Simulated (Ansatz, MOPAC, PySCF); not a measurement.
Torsion H4–O1–Se2–O3 in H2O2Se (SMILES O[Se]O); at each angle all else is relaxed with GFN2-xTB, and the levels are single points there.
Geometry at 90° (charge 0, multiplicity 1):
```csv
atom,x (Å),y (Å),z (Å)
O,1.1637,0.4819,-0.3330
Se,-0.1821,-0.6801,-0.5449
O,-0.4084,-1.1613,1.1624
H,2.0156,0.0405,-0.3998
H,-0.9316,-0.5056,1.6335
```

On the grid 0° to 330°, 180° is the highest and 90° the lowest point at CCSD(T)/CBS(cc-pVTZ, cc-pVQZ).

Correlated levels freeze the cores. Filled d and f shells under p-block atoms count as core. CBS(a, b) extrapolates the correlation energy as X⁻³ and adds the Hartree–Fock energy of set b. Rows in 3-21G, 6-31G*, STO-3G carry no dispersion term and start afresh at each structure (6-31G* with six Cartesian d functions); the Pople sets are all-electron and without relativity. The state reached by AM1, PM3, PM6 isn't checked.

Run with Ansatz (a quantum-chemistry and plane-wave program); MOPAC for AM1, PM3, PM6 (differences of heats of formation); PySCF for 3-21G rows, 6-31G* rows, STO-3G rows, the dispersion terms. 

Other levels give for the energy at 180° less that at 90°: PBE/def2-TZVPP 368.5; B3LYP/def2-TZVPP 344.6; B3LYP-D3(BJ)/def2-TZVPP 345.4; wB97M-V/def2-TZVPP 348.1; CCSD(T)/CBS(cc-pVTZ, cc-pVQZ) 338.1 meV.

What do these common cheap choices give for the same quantity: AM1, PM3, PM6, HF/STO-3G, HF/3-21G, BP86/6-31G*, B3LYP/3-21G, B3LYP/6-31G*?

AM1 222.5; PM3 254.8; PM6 305.1; HF/STO-3G 208.3; HF/3-21G 402.3; BP86/6-31G* 440.2; B3LYP/3-21G 483.5; B3LYP/6-31G* 407.6 meV. They span 208.3 to 483.5 meV.
